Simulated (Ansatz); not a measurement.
Total energies of CaCl2⁻ from Ansatz at r2SCAN-D4/def2-TZVPD, gas phase (1 Eh = 27.2114 eV = 2625.5 kJ/mol). The reference geometry is relaxed at PBE-D4/def2-TZVPD.

```xyz
3

Ca   -0.0314    0.6006   -0.4894
Cl   -1.4239    0.7537    1.6307
Cl    1.4553   -1.3544   -1.1413
```

```csv
state,geometry,energy (Eh)
charge -1 doublet,reference,-1598.13833
charge 0 singlet,reference,-1598.09265
charge -1 quartet,relaxed at PBE-D4/def2-TZVPD,-1597.96411
```

Task: Work out the vertical ionisation energy to the singlet.

Result: E(charge 0 singlet) − E(charge -1 doublet) = -1598.09265 − (-1598.13833) = 0.04568 Eh = 1.24 eV. For comparison, −ε of the highest occupied level of the spin that leaves is -0.63 eV at this level, 1.87 eV less.

Task: Which of the charge -1 states is lowest, and how far above it are the others?

Result: The doublet. quartet: -1597.96411 − (-1598.13833) = 0.17422 Eh = 457.4 kJ/mol.

At r2SCAN-D4/def2-TZVPD the highest occupied level of the charge -1 doublet lies above zero (up to 0.63 eV). By energy differences its removal costs 1.24 eV (vertical, to the charge 0 singlet, at r2SCAN-D4/def2-TZVPD); a positive level beside a positive removal energy at the same level points to self-interaction error. At r2SCAN-D4/def2-TZVPD the highest occupied level of the charge -1 quartet lies above zero (up to 1.57 eV). It is a level of α spin, whose loss leaves a triplet; that state wasn't run at this geometry and level. The electron is either unbound and held by the finite basis, or the level is raised by self-interaction error. 

The structure comes from a short search, and lower isomers may exist.
